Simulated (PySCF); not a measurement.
C2H10Si4, SMILES C1=C[SiH2][Si@@H]1[SiH2][SiH3].

The structure is a stationary point at B3LYP-D3(BJ)/def2-SVP. The structure was generated by enumeration; whether it is a known compound was not checked. The values are those of a single conformer.

Two levels are set side by side: TDA-PBE/def2-SVPD (PySCF) and TDA-LC-ωPBE/def2-SVPD (PySCF). Vertical, same geometry. The lowest singlet is HOMO→LUMO 82 %, HOMO−1→LUMO 15 % with PBE and HOMO→LUMO 62 %, HOMO−2→LUMO 10 % with the other functional; states are paired by order. Differences are taken from unrounded values.

```csv
quantity,TDA-LC-ωPBE,TDA-PBE,TDA-PBE minus TDA-LC-ωPBE
lowest singlet excitation (eV),5.87,4.64,-1.23
lowest triplet excitation (TDA) (eV),3.99,4.04,0.06
first bright state (f over 0.05) (eV),7.07,5.04,-2.03
its oscillator strength,0.32,0.06,-0.26
```

Functionals without exact exchange tend to place singlet excitations lower, as here. Differences between two approximate levels are no errors against the true value.

Rough cost on one machine, each run with all the roots and properties that it gave: TDA-LC-ωPBE against TDA-PBE about 4 times.
